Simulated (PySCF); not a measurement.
**Continuum solvent and chemical shifts**

Atom-mapped SMILES (the numbers label the heavy atoms): `[CH3:1][Si@H:2]([SiH3:3])[O:4][SiH2:5][OH:6]`. Hydrogens are named by the atom that carries them. Ha(Si5) is pro-R; Hb(Si5) is pro-S.

GIAO PBE0/pcSseg-1 in PySCF 2.14.0 with density-fitted response routines on one PBE0-D3(BJ)/def2-SVP conformer, non-relativistic, equivalent nuclei averaged. Solvents enter as an IEF-PCM continuum (cyclohexane with ε = 2.0, chloroform with ε = 4.7) around the gas-phase geometry. Shifts are referred to TMS computed in the same medium.

Gas phase, δ in ppm: C1 2.9, Si2 2.5, Si5 -30.2, Si3 -110.7, H(Si2) 5.44, Hb(Si5) 4.90, Ha(Si5) 4.72, H(Si3) 3.48, H(O6) 1.86, H(C1) 0.55. Dipole moment 1.75 D.

**Question.** How does each δ change in the continuum?

**Answer.** 
```json
{"atoms": "C1", "environment": "methyl carbon bonded to Si", "Δδ, cyclohexane": "+0.2", "Δδ, chloroform": "+0.4"}
{"atoms": "Si2", "environment": "silicon bonded to C, O, Si, H", "Δδ, cyclohexane": "+0.7", "Δδ, chloroform": "+1.2"}
{"atoms": "Si5", "environment": "silicon bonded to 2 O, 2 H", "Δδ, cyclohexane": "0.0", "Δδ, chloroform": "-0.1"}
{"atoms": "Si3", "environment": "silicon bonded to Si, 3 H", "Δδ, cyclohexane": "+0.2", "Δδ, chloroform": "+0.3"}
{"atoms": "H(Si2)", "environment": "hydrogen on a silicon bonded to C, O, Si", "Δδ, cyclohexane": "-0.03", "Δδ, chloroform": "-0.05"}
{"atoms": "Hb(Si5)", "environment": "hydrogen on a silicon bonded to 2 O", "Δδ, cyclohexane": "-0.01", "Δδ, chloroform": "-0.02"}
{"atoms": "Ha(Si5)", "environment": "hydrogen on a silicon bonded to 2 O", "Δδ, cyclohexane": "-0.02", "Δδ, chloroform": "-0.04"}
{"atoms": "H(Si3)", "environment": "hydrogen on a silicon bonded to Si", "Δδ, cyclohexane": "-0.03", "Δδ, chloroform": "-0.05"}
{"atoms": "H(O6)", "environment": "hydrogen on an oxygen bonded to Si", "Δδ, cyclohexane": "+0.41", "Δδ, chloroform": "+0.74"}
{"atoms": "H(C1)", "environment": "hydrogen on a methyl carbon bonded to Si", "Δδ, cyclohexane": "+0.04", "Δδ, chloroform": "+0.07"}
```

Changes are relative to the gas phase. The dipole moment becomes 1.91 D in cyclohexane, 2.05 D in chloroform.

**Question.** Which nuclei move most (in ppm), and what does the model miss?

**Answer.** Si2 (silicon bonded to C, O, Si, H, +1.2 ppm) in chloroform. A continuum only polarises the solute; specific hydrogen bonds, the anisotropy of aromatic solvents and changes of geometry or conformer are outside it.
